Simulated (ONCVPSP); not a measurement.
**Zn (Z = 30) ONCV: all-electron and pseudo phase curves**

| Property | Result |
| --- | --- |
| Element | Zn |
| Generator | ONCVPSP 4.0.1 |
| Type | optimised norm-conserving Vanderbilt (ONCV) |
| Functional | LDA (Perdew-Wang 92) |
| Relativity | scalar-relativistic |
| Frozen core | [Ne] |
| Valence charge | 20 |
| Reference configuration | 3s2 3p6 3d10 4s2 |
| Partial waves | 3s+4s: rc 1.30 bohr, ncon 3, nbas 7, qcut 10.6 1/bohr, 2 projectors; 3p: rc 0.90 bohr, ncon 5, nbas 9, qcut 13.7 1/bohr, 2 projectors, debl 2.9 Ha; 3d: rc 1.25 bohr, ncon 3, nbas 7, qcut 10.7 1/bohr, 2 projectors, debl 1.4 Ha; f scattering state at 0.35 Ha: rc 1.25 bohr, ncon 3, nbas 7, qcut 8.8 1/bohr, 1 projector |
| Local potential | polynomial inside 0.70 bohr (lpopt 5, dvloc0 6 Ha) |
| Core correction | Teter function, fcfact 2.75, rcfact 1.4 |

In the p channel the program set the typed energies aside and used -3.060, 0.250 Ha.

The phase is arctan(r·R′/R) of the radial function R(r), unwrapped; energies in Ha, scanned from -6 to 5 Ha. A pole is an energy at which the radial function vanishes at the test radius. The pseudo phase is shifted by a multiple of π to meet the all-electron one at the reference energy, and phase errors are pseudo minus all-electron; the curves can meet again beyond the range given. Levels narrower than the energy grid can be missing from the lists of poles.

```json
{"channel": "s", "radius (bohr)": "1.32", "reference energy (Ha)": "-0.23", "poles, all-electron": "-4.41", "poles, pseudo": "-4.41", "unbroken range about the reference energy with phases within 0.05 rad": "the whole range", "phase error 1 Ha above the reference energy (rad)": "-0.000"}
{"channel": "p", "radius (bohr)": "0.91", "reference energy (Ha)": "-3.06", "poles, all-electron": "0.09", "poles, pseudo": "0.09", "unbroken range about the reference energy with phases within 0.05 rad": "the whole range", "phase error 1 Ha above the reference energy (rad)": "+0.000"}
{"channel": "d", "radius (bohr)": "1.27", "reference energy (Ha)": "-0.38", "poles, all-electron": "0.42", "poles, pseudo": "0.42", "unbroken range about the reference energy with phases within 0.05 rad": "the whole range", "phase error 1 Ha above the reference energy (rad)": "+0.000"}
{"channel": "f", "radius (bohr)": "1.27", "reference energy (Ha)": "0.35", "poles, all-electron": "none", "poles, pseudo": "none", "unbroken range about the reference energy with phases within 0.05 rad": "the whole range", "phase error 1 Ha above the reference energy (rad)": "+0.000"}
```

Phases in the s channel:

```json
{"E (Ha)": "-5.96", "all-electron": "1.046", "pseudo": "1.046"}
{"E (Ha)": "-5.68", "all-electron": "0.912", "pseudo": "0.912"}
{"E (Ha)": "-5.40", "all-electron": "0.591", "pseudo": "0.591"}
{"E (Ha)": "-5.12", "all-electron": "-0.339", "pseudo": "-0.339"}
{"E (Ha)": "-4.84", "all-electron": "-1.198", "pseudo": "-1.198"}
{"E (Ha)": "-4.56", "all-electron": "-1.490", "pseudo": "-1.490"}
{"E (Ha)": "-4.28", "all-electron": "-1.619", "pseudo": "-1.619"}
{"E (Ha)": "-4.00", "all-electron": "-1.694", "pseudo": "-1.694"}
{"E (Ha)": "-3.72", "all-electron": "-1.746", "pseudo": "-1.746"}
{"E (Ha)": "-3.44", "all-electron": "-1.787", "pseudo": "-1.787"}
{"E (Ha)": "-3.16", "all-electron": "-1.823", "pseudo": "-1.823"}
{"E (Ha)": "-2.88", "all-electron": "-1.857", "pseudo": "-1.857"}
{"E (Ha)": "-2.60", "all-electron": "-1.890", "pseudo": "-1.890"}
{"E (Ha)": "-2.32", "all-electron": "-1.924", "pseudo": "-1.924"}
{"E (Ha)": "-2.04", "all-electron": "-1.961", "pseudo": "-1.961"}
{"E (Ha)": "-1.76", "all-electron": "-2.002", "pseudo": "-2.002"}
{"E (Ha)": "-1.48", "all-electron": "-2.048", "pseudo": "-2.048"}
{"E (Ha)": "-1.20", "all-electron": "-2.102", "pseudo": "-2.103"}
{"E (Ha)": "-0.92", "all-electron": "-2.167", "pseudo": "-2.168"}
{"E (Ha)": "-0.64", "all-electron": "-2.247", "pseudo": "-2.247"}
{"E (Ha)": "-0.36", "all-electron": "-2.347", "pseudo": "-2.347"}
{"E (Ha)": "-0.08", "all-electron": "-2.473", "pseudo": "-2.473"}
{"E (Ha)": "0.20", "all-electron": "-2.634", "pseudo": "-2.634"}
{"E (Ha)": "0.48", "all-electron": "-2.834", "pseudo": "-2.834"}
{"E (Ha)": "0.76", "all-electron": "-3.071", "pseudo": "-3.071"}
{"E (Ha)": "1.04", "all-electron": "-3.325", "pseudo": "-3.325"}
{"E (Ha)": "1.32", "all-electron": "-3.566", "pseudo": "-3.567"}
{"E (Ha)": "1.60", "all-electron": "-3.773", "pseudo": "-3.774"}
{"E (Ha)": "1.88", "all-electron": "-3.939", "pseudo": "-3.941"}
{"E (Ha)": "2.16", "all-electron": "-4.070", "pseudo": "-4.072"}
{"E (Ha)": "2.44", "all-electron": "-4.172", "pseudo": "-4.174"}
{"E (Ha)": "2.72", "all-electron": "-4.253", "pseudo": "-4.255"}
{"E (Ha)": "3.00", "all-electron": "-4.318", "pseudo": "-4.320"}
{"E (Ha)": "3.28", "all-electron": "-4.371", "pseudo": "-4.373"}
{"E (Ha)": "3.56", "all-electron": "-4.415", "pseudo": "-4.418"}
{"E (Ha)": "3.84", "all-electron": "-4.453", "pseudo": "-4.455"}
{"E (Ha)": "4.12", "all-electron": "-4.485", "pseudo": "-4.487"}
{"E (Ha)": "4.40", "all-electron": "-4.512", "pseudo": "-4.515"}
{"E (Ha)": "4.68", "all-electron": "-4.537", "pseudo": "-4.540"}
{"E (Ha)": "4.96", "all-electron": "-4.558", "pseudo": "-4.562"}
```
